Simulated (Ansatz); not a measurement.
Born–Oppenheimer molecular dynamics of FH7Si3 (11 atoms, charge 0, multiplicity 1). It starts from a relaxed structure.

These are results of RKS PBE/STO-3G (Ansatz 0.2.0), not measurements.

```json
{
  "ensemble": "NVE (velocity Verlet)",
  "time step": "0.5 fs",
  "steps asked": "166",
  "starting velocities drawn for": "400 K",
  "seed": "9000"
}
```

First frame:

```xyz
11
Properties=species:S:1:pos:R:3
Si -0.052 -0.091 -0.214
H -0.207 -0.348 1.224
Si 2.180 -0.010 -0.662
H 2.849 -1.256 -0.319
H 2.445 0.258 -2.069
H 2.809 1.054 0.108
Si -1.100 1.877 -0.678
H -2.529 1.809 -0.407
H -0.547 2.946 0.143
H -0.935 2.269 -2.070
F -0.780 -1.365 -1.015
```

How far do the bonds stretch over the last three quarters of this one trajectory? (Pairs bonded in most of those frames.)


```tsv
bond	mean (Å)	spread (Å)	shortest	longest
Si1–H2	1.471	0.041	1.41	1.53
Si1–Si3	2.273	0.040	2.22	2.33
Si1–Si7	2.291	0.032	2.25	2.34
Si1–F11	1.670	0.011	1.65	1.69
Si3–H4	1.458	0.020	1.43	1.49
Si3–H5	1.459	0.035	1.41	1.51
Si3–H6	1.457	0.004	1.45	1.46
Si7–H8	1.460	0.007	1.45	1.47
Si7–H9	1.459	0.020	1.43	1.49
Si7–H10	1.458	0.013	1.44	1.48
```

Mean temperature of the second half: 208 K. The conserved energy stayed within 0.15 meV per atom of its start (net change 0.062 meV per atom), so the integration is sound. Over the second half the temperature averaged 0.52 of the 400 K drawn at the start: a run that starts near a minimum puts about half its kinetic energy into the potential. A run of 0.083 ps of so small a system gives no equilibrium averages. Limits of this set-up: minimal basis.

Time of the run: 4.9 min on 1 thread of Arm Neoverse V2, with other jobs on the host, peak memory 0.091 GiB.
